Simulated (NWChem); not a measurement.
System: SiH$_{4}$S; SMILES S[SiH3]

```xyz
6

Si     0.0037     0.9914    -0.0003
S      0.0779    -1.1444    -0.0010
H     -0.6800     1.5137     1.2101
H      1.4219     1.4227    -0.0061
H     -0.6903     1.5138    -1.2047
H     -1.2567    -1.3005     0.0015
```
Atoms are numbered in this order, from 1.

Computed with NWChem. Geometry optimised at PBE0-D3(BJ)/def2-TZVP; all other runs use it. Pople sets run with spherical d functions.

| quantity | level | value |
|---|---|---|
| J(1H atom 3, 1H atom 4) (Hz) | B3LYP/6-31G** | 4.1 |
| vertical ionisation energy, ΔSCF (eV) | Hartree-Fock/6-31G* | ___ |
| dipole (D) | BP86/def2-TZVP | ___ |
| solvation free energy (kcal/mol) in dichloromethane | PBE0/6-31G*, SMD | -3.3 |
| vertical, lowest state with f > 0.02, singlet (eV) | PBE0/6-31G*, TDA | ___ |
| highest harmonic frequency (cm⁻¹) | PBE0-D3(BJ)/def2-TZVP | 2710 |

### Question
Fill in the missing entries.

### Answer

- vertical ionisation energy, ΔSCF (eV), value: 8.95
- dipole (D), value: 0.98
- vertical, lowest state with f > 0.02, singlet (eV), value: 8.55
